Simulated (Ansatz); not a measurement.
## Nudged elastic band run: AlBCl₃H₃O

Input file:

```yaml
crystal:
  periodic: [false, false, false]
  atoms:
    - { symbol: Al, position_ang: [0.188241, -1.563194, 0.367538] }
    - { symbol: Cl, position_ang: [2.400049, -1.286232, 0.588726] }
    - { symbol: H, position_ang: [-0.227871, -2.363779, -0.956353] }
    - { symbol: H, position_ang: [-0.656253, -1.516198, 1.713342] }
    - { symbol: B, position_ang: [-0.327849, 1.580183, -0.071376] }
    - { symbol: O, position_ang: [-0.251863, 0.263144, -0.536357] }
    - { symbol: Cl, position_ang: [-0.620458, 2.883063, -1.265267] }
    - { symbol: Cl, position_ang: [-0.157055, 1.890905, 1.659216] }
    - { symbol: H, position_ang: [-0.346842, 0.112208, -1.499469] }
magnetization:
  spin_polarized: true
basis:
  gaussian: { orbitals: "6-31G" }
hamiltonian:
  xc: b3lyp
neb:
  order_check: false
  images: 9
  f_tol: 0.03
  max_iterations: 47
  final_atoms:
    - { symbol: Al, position_ang: [0.01907263, -1.61309883, 0.09371051] }
    - { symbol: Cl, position_ang: [1.82034862, -0.02788741, 0.52602118] }
    - { symbol: H, position_ang: [0.28036345, -2.36246673, -1.2808991] }
    - { symbol: H, position_ang: [-0.50903938, -2.20855249, 1.46651035] }
    - { symbol: B, position_ang: [0.25826225, 1.25237741, 0.01165452] }
    - { symbol: O, position_ang: [-0.72679349, 0.12981358, -0.22415243] }
    - { symbol: Cl, position_ang: [0.67227746, 2.15589399, -1.53845876] }
    - { symbol: Cl, position_ang: [-0.19430362, 2.29214924, 1.46095095] }
    - { symbol: H, position_ang: [-1.62008891, 0.38187124, -0.51533722] }
  initial_path:
    images:
      - { positions_ang: [[0.188241, -1.563194, 0.367538], [2.400049, -1.286232, 0.588726], [-0.227871, -2.363779, -0.956353], [-0.656253, -1.516198, 1.713342], [-0.327849, 1.580183, -0.071376], [-0.251863, 0.263144, -0.536357], [-0.620458, 2.883063, -1.265267], [-0.157055, 1.890905, 1.659216], [-0.346842, 0.112208, -1.499469]] }
      - { positions_ang: [[0.12190549, -1.52180025, 0.40749402], [2.31787139, -1.01643607, 0.49032251], [-0.2028125, -2.37968774, -0.86498539], [-0.62408638, -1.55015088, 1.77448555], [-0.21982086, 1.52437243, -0.06814819], [-0.35231152, 0.23647344, -0.61121611], [-0.39881372, 2.85894325, -1.18722779], [-0.22718033, 1.73072449, 1.63188934], [-0.41465256, 0.11766134, -1.57261393]] }
      - { positions_ang: [[0.05556997, -1.48040651, 0.44745004], [2.23569379, -0.74664014, 0.39191901], [-0.17775401, -2.39559649, -0.77361778], [-0.59191976, -1.58410375, 1.83562909], [-0.11179273, 1.46856185, -0.06492038], [-0.45276004, 0.20980288, -0.68607521], [-0.17716945, 2.8348235, -1.10918858], [-0.29730565, 1.57054398, 1.60456268], [-0.48246312, 0.12311468, -1.64575887]] }
      - { positions_ang: [[-0.01076554, -1.43901276, 0.48740606], [2.15351618, -0.47684422, 0.29351552], [-0.15269551, -2.41150523, -0.68225017], [-0.55975314, -1.61805663, 1.89677264], [-0.00376459, 1.41275128, -0.06169257], [-0.55320856, 0.18313231, -0.76093432], [0.04447483, 2.81070375, -1.03114937], [-0.36743098, 1.41036346, 1.57723602], [-0.55027368, 0.12856802, -1.7189038]] }
      - { positions_ang: [[-0.07710106, -1.39761901, 0.52736207], [2.07133857, -0.20704829, 0.19511202], [-0.12763701, -2.42741398, -0.59088256], [-0.52758652, -1.6520095, 1.95791619], [0.10426354, 1.35694071, -0.05846476], [-0.65365708, 0.15646175, -0.83579342], [0.26611911, 2.786584, -0.95311016], [-0.43755631, 1.25018295, 1.54990936], [-0.61808424, 0.13402137, -1.79204873]] }
      - { positions_ang: [[-0.14343657, -1.35622526, 0.56731809], [1.98916096, 0.06274764, 0.09670853], [-0.10257851, -2.44332272, -0.49951496], [-0.4954199, -1.68596238, 2.01905973], [0.21229168, 1.30113014, -0.05523695], [-0.7541056, 0.12979119, -0.91065253], [0.48776338, 2.76246426, -0.87507095], [-0.50768164, 1.09000244, 1.5225827], [-0.6858948, 0.13947471, -1.86519366]] }
      - { positions_ang: [[-0.11093473, -1.40759998, 0.47259658], [1.95539849, 0.04462063, 0.18257106], [-0.02599012, -2.42715152, -0.65579178], [-0.4981438, -1.7904804, 1.90854986], [0.22148579, 1.29137959, -0.04185866], [-0.74864318, 0.12979567, -0.77335251], [0.5246662, 2.6411502, -1.00774852], [-0.44500603, 1.3304318, 1.51025635], [-0.87273362, 0.18795401, -1.59522238]] }
      - { positions_ang: [[-0.07843289, -1.45897469, 0.37787506], [1.92163603, 0.02649362, 0.26843359], [0.05059827, -2.41098033, -0.81206861], [-0.50086769, -1.89499842, 1.79803998], [0.23067991, 1.28162905, -0.02848036], [-0.74318076, 0.12980015, -0.63605249], [0.56156901, 2.51983615, -1.14042608], [-0.38233043, 1.57086116, 1.49793], [-1.05957245, 0.23643332, -1.32525109]] }
      - { positions_ang: [[-0.04593105, -1.5103494, 0.28315355], [1.88787356, 0.00836661, 0.35429612], [0.12718667, -2.39480913, -0.96834544], [-0.50359159, -1.99951645, 1.68753011], [0.23987402, 1.2718785, -0.01510207], [-0.73771833, 0.12980463, -0.49875247], [0.59847183, 2.39852209, -1.27310364], [-0.31965483, 1.81129052, 1.48560365], [-1.24641127, 0.28491263, -1.0552798]] }
      - { positions_ang: [[-0.01342921, -1.56172412, 0.18843203], [1.85411109, -0.0097604, 0.44015865], [0.20377506, -2.37863793, -1.12462227], [-0.50631549, -2.10403447, 1.57702023], [0.24906814, 1.26212796, -0.00172377], [-0.73225591, 0.1298091, -0.36145245], [0.63537464, 2.27720804, -1.4057812], [-0.25697923, 2.05171988, 1.4732773], [-1.43325009, 0.33339193, -0.78530851]] }
      - { positions_ang: [[0.01907263, -1.61309883, 0.09371051], [1.82034862, -0.02788741, 0.52602118], [0.28036345, -2.36246673, -1.2808991], [-0.50903938, -2.20855249, 1.46651035], [0.25826225, 1.25237741, 0.01165452], [-0.72679349, 0.12981358, -0.22415243], [0.67227746, 2.15589399, -1.53845876], [-0.19430362, 2.29214924, 1.46095095], [-1.62008891, 0.38187124, -0.51533722]] }
```

Command:

```bash
$ ansatz run input.yaml --threads 2 --pin off --max-ram 3072MiB --backend cpu --events-out ev --progress --plain --runs-dir out
```

Output, in part (warnings, iteration lines, the closing report on the highest movable image, with atoms numbered from 0):

```
NEB end point (image 0): max|allowed force component| = 2.912e-2 eV/Å (the criterion of neb.relax_end_points is 1.000e-2)
NEB end point (image 10): max|allowed force component| = 1.298e-2 eV/Å (the criterion of neb.relax_end_points is 1.000e-2)
NEB iter   1: max|band force component| = 2.113e1 eV/Å  barrier→ = 2.9699 eV  barrier← = 2.8399 eV  Δτ_max = 0.1979 Å  (299 SCF iters)
NEB iter   2: max|band force component| = 3.112e0 eV/Å  barrier→ = 1.0618 eV  barrier← = 0.9318 eV  Δτ_max = 0.2000 Å  (284 SCF iters)
NEB iter   3: max|band force component| = 2.370e0 eV/Å  barrier→ = 0.6831 eV  barrier← = 0.5530 eV  Δτ_max = 0.1991 Å  (263 SCF iters)
NEB iter   4: max|band force component| = 1.093e0 eV/Å  barrier→ = 0.4741 eV  barrier← = 0.3441 eV  Δτ_max = 0.1994 Å  (262 SCF iters)
NEB iter   5: max|band force component| = 8.533e-1 eV/Å  barrier→ = 0.3244 eV  barrier← = 0.1944 eV  Δτ_max = 0.1990 Å  (253 SCF iters)
NEB iter   6: max|band force component| = 8.147e-1 eV/Å  barrier→ = 0.2372 eV  barrier← = 0.1072 eV  Δτ_max = 0.0641 Å  (249 SCF iters)
NEB iter   7: max|band force component| = 2.442e-1 eV/Å  barrier→ = 0.2291 eV  barrier← = 0.0991 eV  CI = image 6  Δτ_max = 0.0907 Å  (243 SCF iters)
NEB iter   8: max|band force component| = 4.093e-1 eV/Å  barrier→ = 0.2171 eV  barrier← = 0.0871 eV  CI = image 6  Δτ_max = 0.0454 Å  (242 SCF iters)
NEB iter   9: max|band force component| = 1.345e-1 eV/Å  barrier→ = 0.2140 eV  barrier← = 0.0839 eV  CI = image 6  Δτ_max = 0.0935 Å  (225 SCF iters)
NEB iter  10: max|band force component| = 2.525e0 eV/Å  barrier→ = 0.2283 eV  barrier← = 0.0983 eV  CI = image 3  Δτ_max = 0.0456 Å  (231 SCF iters)
NEB iter  11: max|band force component| = 1.288e0 eV/Å  barrier→ = 0.2152 eV  barrier← = 0.0852 eV  CI = image 6  Δτ_max = 0.0618 Å  (247 SCF iters)
NEB iter  12: max|band force component| = 1.979e-1 eV/Å  barrier→ = 0.2132 eV  barrier← = 0.0832 eV  CI = image 6  Δτ_max = 0.0903 Å  (242 SCF iters)
NEB iter  13: max|band force component| = 9.507e-1 eV/Å  barrier→ = 0.2132 eV  barrier← = 0.0831 eV  CI = image 6  Δτ_max = 0.0455 Å  (205 SCF iters)
NEB iter  14: max|band force component| = 2.891e-1 eV/Å  barrier→ = 0.2131 eV  barrier← = 0.0831 eV  CI = image 6  Δτ_max = 0.0442 Å  (195 SCF iters)
NEB iter  15: max|band force component| = 1.692e-1 eV/Å  barrier→ = 0.2131 eV  barrier← = 0.0831 eV  CI = image 6  Δτ_max = 0.0196 Å  (205 SCF iters)
NEB iter  16: max|band force component| = 2.355e-2 eV/Å  barrier→ = 0.2131 eV  barrier← = 0.0831 eV  CI = image 6  Δτ_max = 0.0000 Å  (439 SCF iters)
Total energy: -46939.48354548 eV, -1724.9942035717 hartree
Atom 0 at     0.082740    -1.546510     0.284113 Å, force     0.001047    -0.001007    -0.000210 eV/Å
Atom 1 at     1.958797    -0.174173     0.524425 Å, force     0.000044    -0.000126     0.000651 eV/Å
Atom 2 at     0.129508    -2.460342    -1.019891 Å, force     0.000026    -0.000029     0.000024 eV/Å
Atom 3 at    -0.573883    -1.887242     1.686648 Å, force     0.000080    -0.000349     0.000594 eV/Å
Atom 4 at     0.009759     1.343483    -0.006510 Å, force     0.002070     0.001356     0.001312 eV/Å
Atom 5 at    -0.686795     0.141054    -0.440757 Å, force    -0.004118    -0.000325    -0.002073 eV/Å
Atom 6 at     0.558781     2.453248    -1.320223 Å, force    -0.000166     0.000307    -0.001206 eV/Å
Atom 7 at    -0.393183     1.976663     1.623623 Å, force    -0.000163    -0.000401    -0.000150 eV/Å
Atom 8 at    -1.085625     0.153918    -1.331428 Å, force     0.001180     0.000573     0.001058 eV/Å
Dipole moment:    -0.691377    -0.221338    -0.486896 e Å
```

The run converged. A vibrational analysis at the climbing image gives one clearly imaginary mode, 136i cm⁻¹: a first-order saddle point. Limits of this set-up: no polarisation functions.

Final band (atoms are numbered from 1 in the order of the input):

| image | path coordinate (Å) | energy (kJ/mol) | Cl2–B5 (Å) |
| --- | --- | --- | --- |
| 0 | 0.00 | 0.0 | 4.01 |
| 1 | 0.36 | 0.6 | 3.84 |
| 2 | 0.73 | 2.5 | 3.65 |
| 3 | 1.09 | 5.7 | 3.45 |
| 4 | 1.45 | 10.0 | 3.23 |
| 5 | 1.82 | 15.9 | 2.93 |
| 6 | 2.18 | 20.6 | 2.53 |
| 7 | 2.53 | 16.5 | 2.18 |
| 8 | 2.87 | 13.9 | 2.10 |
| 9 | 3.22 | 12.9 | 2.09 |
| 10 | 3.56 | 12.5 | 2.08 |

The run took 5.7 min on 2 threads of Intel(R) Xeon(R) 6975P-C (Granite Rapids) (shared host), peak memory 0.33 GiB.
